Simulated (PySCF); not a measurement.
## P: excitation energy

P [Ne] 3s2 3p3 (4S) → P [Ne] 3s1 3p3 3d1 (6D), as a difference of total energies. All numbers are calculated (PySCF 2.14, no relativity, point nucleus, in aug-cc-pV(T+d)Z (6s5p4d2f, 55 functions)). Correlated levels: valence: [Ne] frozen. The calculations carry no spin-orbit coupling.

```json
{"method": "UHF", "excitation energy (cm⁻¹)": "99834"}
{"method": "LDA", "excitation energy (cm⁻¹)": "115330"}
{"method": "PBE", "excitation energy (cm⁻¹)": "113950"}
{"method": "r2SCAN", "excitation energy (cm⁻¹)": "110010"}
{"method": "revPBE", "excitation energy (cm⁻¹)": "113050"}
{"method": "TPSS", "excitation energy (cm⁻¹)": "114320"}
{"method": "CAM-B3LYP", "excitation energy (cm⁻¹)": "118740"}
{"method": "MP2 (valence)", "excitation energy (cm⁻¹)": "111910"}
{"method": "SCS-MP2 (valence)", "excitation energy (cm⁻¹)": "115520"}
```

Problem. Estimate what r2SCAN0 gives.

Solution. 110700 cm⁻¹, closest to r2SCAN among the rows shown.

Problem. Estimate what PBE0 gives.

Solution. 113340 cm⁻¹, closest to revPBE among the rows shown.

The upper state lies above the first ionisation limit, but in LS coupling its spin forbids autoionisation to the ground ion.

The promoted electron is Rydberg-like, and one or two diffuse shells describe it only roughly, which tends to raise the upper state.

In the upper state the promoted electron has a positive orbital energy at LDA, PBE, r2SCAN, revPBE, TPSS, so the basis confines it.
